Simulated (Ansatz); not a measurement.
Energy profile

The step: GaSiH₃ ([SiH3][Ga]) + H₂ → SiH₄ + GaH; bonds formed: Ga1–H4, Si2–H3; bonds broken: Ga1–Si2, H3–H4 (atoms numbered as in the saddle structure below).

```
7
angstrom
Ga -1.1483 -0.6625 1.5682
Si 0.6466 0.3910 -0.1808
H -0.9147 -0.5844 -0.2893
H -1.8537 -1.1465 0.0026
H 1.9106 -0.2018 0.3435
H 0.5956 1.8254 0.2256
H 0.7639 0.3788 -1.6698
```

Electronic energies by CCSD(T) at an estimated basis limit (MP2 extrapolated from triple and quadruple zeta, plus CCSD(T) − MP2 in triple zeta), on PBE0-D4/def2-TZVP structures; GaSiH5, closed shell; no counterpoise correction. Computed with Ansatz 0.2.0 (basis: def2-TZVPP and def2-QZVPP); correlated methods freeze the cores. Filled d shells of the heavier atoms are correlated. The def2 sets are not built for correlating such inner shells, so the correlated values are less sure here. Extrapolation: Hartree–Fock as exp(−7.88 √X), correlation as X^−2.97.

Q: Give the profile in kJ/mol, counted from the separated reactants. (An estimate is asked for; the value comes from the calculation.)

A: The calculation gives:
| point | kJ/mol |
| --- | --- |
| separated: GaSiH3 (linked as [SiH3][Ga]; Ga1, Si2, H5, H6, H7; singlet) + H2 (H3, H4; singlet) | 0.0 |
| start structure | -4.0 |
| saddle | 61.2 |
| end structure | -13.8 |
| separated: GaH (Ga1, H4; singlet) + SiH4 (Si2, H3, H5, H6, H7; singlet) | -4.8 |

T1 diagnostic: at most 0.016. The restricted Hartree–Fock reference is unstable towards an unrestricted one at one or more of these structures. The start structure is not quite a true minimum (one mode of 56i cm⁻¹).

For scale, one of the runs: CCSD(T)/def2-TZVPP, 160 basis functions, launched by `ansatz run in.yaml --threads 2 --pin off --events-out ev --progress --plain --max-ram 4352MiB`. Hardware: 2 CPU threads of an Arm Neoverse V2, shared host. Wall time 25 s; peak host memory 1.1 GiB.
